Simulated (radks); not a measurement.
Problem. These are the eigenvalues of the occupied orbitals of an atom or ion with whole-number occupations (hartree). All-electron calculation, Dirac Kohn-Sham, SOGGA, spin-unpolarised, spherical densities, finite nucleus; Fermi nuclear charge, rms radius of each element as measured or else 0.836 A^(1/3) + 0.57 fm. Program: a radial shooting solver on a logarithmic mesh with Libxc functionals.

orbital  eigenvalue
1s1/2     -930.9715
2s1/2     -138.0418
2p1/2     -128.3916
2p3/2     -121.9530
3s1/2     -26.25163
3p1/2     -22.41046
3p3/2     -21.27348
3d3/2     -14.46436
3d5/2     -14.23528
4s1/2      -4.56805
4p1/2      -3.34362
4p3/2      -3.14878
4d3/2      -1.26669
4d5/2      -1.24168
5s1/2      -0.83055

Which element is it, and in what charge state? The configuration may be excited. Open shells, if any, fill j = l - 1/2 first.

Solution. Z = 47, silver, charge +2: Ag2+ in [Ar] 3d10 4s1 4p6 4d9 5s1. The list shows which subshells hold electrons but not how many an open one holds; the 1s level, -930.97 hartree, gives Z - s = 43.2 by -(Z - s)^2/2, which with screening and relativity narrows Z to a few neighbours, and the depths of the outer levels then fix element, charge and occupations together.
